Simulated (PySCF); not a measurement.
**Vertical excitation energies**

C₈H₁₀FN.
Z-matrix (Å and degrees, PBE0-D3(BJ)/def2-SVP geometry), rows numbered from 1:
```
C 
N   1  1.4378
C   2  1.4378  1  120.09
C   2  1.3738  1  119.88  3  -174.56
C   4  1.4143  2  121.42  1    -1.90
C   5  1.3897  4  120.57  2  -179.57
C   6  1.3936  5  121.86  4    -0.21
C   7  1.3885  6  117.05  5    -0.12
F   8  1.3353  7  119.03  6  -179.75
C   8  1.3862  7  122.98  6     0.13
H   1  1.1041  2  111.82  3  -127.18
H   1  1.1065  2  112.64  3   111.54
H   1  1.0969  2  109.32  3    -8.29
H   3  1.0969  2  109.38  1     5.40
H   3  1.1047  2  111.98  1   124.51
H   3  1.1061  2  112.43  1  -114.30
H   5  1.0888  4  120.43  2     0.54
H   6  1.0929  5  118.85  4   179.92
H   7  1.0902  6  122.72  5  -179.90
H  10  1.0885  4  122.32  2    -0.26
```

Method used: TDDFT wB97X-D/def2-SVPD, vertical, gas phase, core orbitals frozen in the response (PySCF 2.14.0, density-fitted response routines).

**Question.** List the vertical singlet excitations with oscillator strengths and describe the spectrum.

**Answer.** 

| state | λ (nm) | E (eV) | f | main configurations (H = HOMO, L = LUMO) |
| --- | --- | --- | --- | --- |
| S1 | 257.7 | 4.81 | 0.052 | H→L (84%), H-1→L+1 (9%) |
| S2 | 224.3 | 5.53 | 0.264 | H→L+1 (82%), H-1→L (10%) |
| S3 | 215.2 | 5.76 | 0.033 | H→L+2 (86%) |
| S4 | 190.4 | 6.51 | 0.280 | H-1→L (56%), H-1→L+1 (19%), H→L+1 (8%) |
| S5 | 187.2 | 6.62 | 0.0009 | H→L+3 (82%) |
| S6 | 184.2 | 6.73 | 0.0013 | H→L+4 (46%), H→L+5 (31%) |
| S7 | 182.8 | 6.78 | 0.481 | H-1→L+1 (52%), H-1→L (26%) |
| S8 | 179.8 | 6.90 | 0.0044 | H→L+4 (40%), H→L+5 (28%), H→L+7 (14%) |
| S9 | 172.3 | 7.19 | 0.025 | H→L+6 (60%), H→L+7 (11%), H→L+5 (9%) |
| S10 | 168.3 | 7.37 | 0.0007 | H-1→L+2 (51%), H-1→L+4 (23%) |

Triplets, Tamm–Dancoff:

```csv
state,E (eV),λ (nm),"main configurations (H = HOMO, L = LUMO)"
T1,3.93,315.5,"H→L (52%), H→L+1 (32%)"
T2,4.11,301.4,"H→L (42%), H→L+1 (38%), H-1→L (10%)"
T3,4.66,266.1,"H-1→L (74%), H→L+1 (18%)"
T4,5.50,225.6,H-1→L+1 (86%)
```

The lowest singlet lies at 4.81 eV (258 nm, ultraviolet) and is of moderate strength; its leading configuration is HOMO→LUMO (84%). The most intense listed level is S7 at 6.78 eV (183 nm, f = 0.481), 1.97 eV above S1. Löwdin shares by element: HOMO carbon 34% or more, nitrogen 30% (atoms not listed hold the other 36%); LUMO carbon 67% or more (atoms not listed hold the other 33%). The oscillator strengths of these states sum to 1.142; summed over the whole spectrum of an exact calculation they would give the number of electrons, 74 (Thomas–Reiche–Kuhn). Weighted by f, the mean energy of these states is 6.32 eV. Of the 10 states listed, 6 reach f = 0.01 and none stays under 0.0005. No computed singlet lies in the visible range (380 to 750 nm); the lowest, at 258 nm, stands 1.55 eV above its violet end (3.26 eV). The vertical ionisation energy (ΔSCF) is 7.43 eV, 0.06 eV above S10. The window holds the lowest 10 singlets.

The run took 4.6 min of wall time on one thread of an Intel Xeon at 2.70 GHz, no GPU, shared host with 64 logical CPUs at a one-minute load of 60, and the process peaked at 1.4 GiB of memory.
